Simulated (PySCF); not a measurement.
An unknown is described by computed data only.

Formula: C6H8F4.

| Quantity | Value |
| --- | --- |
| Valence photoelectron | vertical ionisation energy: 10.99 eV [ΔSCF B3LYP/def2-SVPD] |
| 1H NMR | chemical shifts (computed TMS as zero) by class: 2.29 (2 H), 2.19 (2 H), 2.03 (2 H), 1.67 (1 H), 1.22 (1 H) ppm [GIAO CAM-B3LYP/pcSseg-1] |
| Dipole | 3.36 D [B3LYP/def2-SVPD] |
| NMR, other nuclei | isotropic shieldings of nuclei other than C and H, by class: 255 (3 F), 326 (1 F) ppm [GIAO CAM-B3LYP/pcSseg-1] |
| Rotational structure | rotational constants A, B, C: 2.414, 0.888, 0.821 GHz [PBE0-D3(BJ)/def2-SVP] |
| 13C NMR | chemical shifts (computed TMS as zero) by class: 133.1 (1 C), 91.3 (1 C), 42.6 (1 C), 35.7 (2 C), 11.5 (1 C) ppm [GIAO CAM-B3LYP/pcSseg-1] |
| Triplet | lowest triplet excitation (Tamm–Dancoff): 8.00 eV [TDA B3LYP/def2-SVPD] |

Electronic properties: PySCF, gas phase, density fitting. Levels stand in brackets. One conformer (not necessarily the lowest) at the PBE0-D3(BJ)/def2-SVP geometry, without solvent, vibrations or thermal averaging. NMR values are class means; diastereotopic atoms form classes of their own.

Question: What is the compound? Reason from the data.

Answer: Numbering: `[F:1][C:2]([F:3])([F:4])[CH2:5][C:6]1([F:7])[CH2:8][CH2:9][CH2:10]1`. Its formula, C6H8F4, gives 1 degree of unsaturation: 1 ring and 0 π bonds in the structure found. 6 carbons fall into 5 classes; from least to most shielded: CF3 carbon [C2] (133.1 ppm), sp3 C–F carbon [C6] (91.3 ppm), chain CH2 carbon [C5] (42.6 ppm), four-membered-ring carbon [C8/C10] (35.7 ppm, 2 C, up to 4.2 ppm apart in this geometry), four-membered-ring carbon [C9] (11.5 ppm). Hydrogen classes from least to most shielded: 2 H on 2 four-membered-ring carbons, C8/C10 (2.29 ppm), 2 H on 2 four-membered-ring carbons, C8/C10 (2.19 ppm, a mean of values up to 0.8 ppm apart in this geometry), 2 H on a chain CH2 carbon, C5 (2.03 ppm), 1 H on a four-membered-ring carbon, C9 (1.67 ppm), 1 H on a four-membered-ring carbon, C9 (1.22 ppm). The other shieldings belong to: 255 ppm, fluorine of a CF3 group [F1/F3/F4]; 326 ppm, alkyl fluorine [F7]. The first electron is taken from the HOMO, whose largest Löwdin shares are 0.21 on a four-membered-ring carbon, 0.19 on the sp3 C–F carbon, 0.17 on the alkyl fluorine and 0.15 on a four-membered-ring carbon. The optimised geometry has point group C1 and is an asymmetric top. Structure: `FC(F)(F)CC1(F)CCC1`. Computed isomers that give other values at the same levels: `C/C=C(\CF)CC(F)(F)F` (13C chemical shifts (computed TMS as zero) by class: 143.8 (1 C), 137.9 (1 C), 133.7 (1 C), 80.1 (1 C), 39.2 (1 C), 15.4 (1 C) ppm); `C/C=C(/CF)CC(F)(F)F` (13C chemical shifts (computed TMS as zero) by class: 143.3 (1 C), 138.3 (1 C), 134.1 (1 C), 89.5 (1 C), 32.3 (1 C), 16.2 (1 C) ppm); `C[C@]1(F)C[C@@H](C(F)(F)F)C1` (13C chemical shifts (computed TMS as zero) by class: 134.2 (1 C), 87.7 (1 C), 37.2 (2 C), 30.2 (1 C), 25.7 (1 C) ppm). The assignments are read from this structure; whether some other isomer fits the data as well wasn't checked.

The values belong to the conformer `[F:1][C:2]([F:3])([F:4])[CH2:5][C:6]1([F:7])[CH2:8][CH2:9][CH2:10]1`: F1–C2–C5–C6 -61°, C2–C5–C6–F7 60°.
